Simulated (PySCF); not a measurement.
C₃H₄N₂, SMILES c1c[nH]cn1. Atoms are numbered in the order given.

```xyz
9

C      0.2230    -1.1558     0.0000
C     -1.0258    -0.5523     0.0000
N     -0.7645     0.8044     0.0000
C      0.5996     0.9594     0.0000
N      1.2220    -0.2079     0.0000
H      0.4477    -2.2300     0.0000
H     -2.0456    -0.9507     0.0000
H     -1.4622     1.5492     0.0000
H      1.0765     1.9486     0.0000
```
Charge 0, spin multiplicity 1.

The structure is a stationary point at PBE-D3(BJ)/def2-SVP.

All values below come from PBE-D3(BJ)/def2-SVP in PySCF.

Frequencies are harmonic and unscaled.

| mode | ν (cm⁻¹) | IR (km/mol) | moving atoms (share of kinetic energy) |
|---|---|---|---|
| 1 | 553 | 77.4 | H 59 %, N 34 % |
| 2 | 634 | 16.4 | C 45 %, H 45 %, N 11 % |
| 3 | 671 | 1.0 | N 39 %, H 32 %, C 29 % |
| 4 | 708 | 24.6 | H 80 %, C 20 % |
| 5 | 773 | 28.1 | H 69 %, C 27 % |
| 6 | 842 | 3.9 | H 71 %, C 28 % |
| 7 | 874 | 10.3 | C 43 %, N 43 %, H 13 % |
| 8 | 915 | 2.1 | N 47 %, C 35 %, H 18 % |
| 9 | 1046 | 19.4 | H 65 %, C 30 % |
| 10 | 1068 | 32.0 | H 70 %, C 19 %, N 11 % |
| 11 | 1109 | 3.5 | H 72 %, N 14 %, C 14 % |
| 12 | 1175 | 3.5 | C 57 %, N 33 %, H 10 % |
| 13 | 1236 | 1.3 | H 74 %, C 14 %, N 12 % |
| 14 | 1353 | 9.1 | C 50 %, N 30 %, H 20 % |
| 15 | 1409 | 7.8 | N 44 %, C 35 %, H 20 % |
| 16 | 1473 | 15.7 | C 66 %, H 20 %, N 14 % |
| 17 | 1517 | 11.9 | C 59 %, H 21 %, N 20 % |
| 18 | 3169 | 5.9 | H 91 %, C 9 % |
| 19 | 3172 | 0.3 | H 91 %, C 9 % |
| 20 | 3207 | 0.6 | H 91 %, C 9 % |
| 21 | 3558 | 44.6 | H 93 % |
